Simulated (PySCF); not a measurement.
B(H)(OH)(nPr), SMILES OBCCC (C3H9BO) (PBE0/def2-SVP optimised geometry):

```
14

B      1.451     0.630     0.000
H      2.670     0.630     0.000
O      0.791     1.812     0.000
H      1.382     2.571     0.000
C      0.644    -0.714     0.000
C     -0.878    -0.622    -0.002
C     -1.574    -1.975     0.002
H      1.000    -1.304     0.869
H      1.002    -1.306    -0.866
H     -1.208    -0.033     0.871
H     -1.206    -0.039    -0.880
H     -1.295    -2.571    -0.883
H     -2.670    -1.871     0.000
H     -1.298    -2.565     0.892
```

Computed with PySCF with PBE0/def2-TZVP.

Q: What are the frontier orbital energies and the dipole moment?

A: HOMO-2 -9.15 eV, HOMO-1 -8.95 eV, HOMO -8.20 eV, LUMO 0.25 eV, LUMO+1 0.84 eV; dipole moment 1.15 D.

On the same geometry PBE/def2-TZVP (PySCF) gives HOMO-2 -7.75 eV, HOMO-1 -7.56 eV, HOMO -6.79 eV, LUMO -0.77 eV, LUMO+1 0.00 eV; dipole moment 1.12 D.

Meta-Löwdin charges at PBE0/def2-TZVP: B1 0.23, H2 -0.03, O3 -0.49, H4 0.36, C5 -0.33, C6 -0.18, C7 -0.34, H8 0.12, H9 0.12, H10 0.10, H11 0.10, H12 0.11, H13 0.11, H14 0.11.
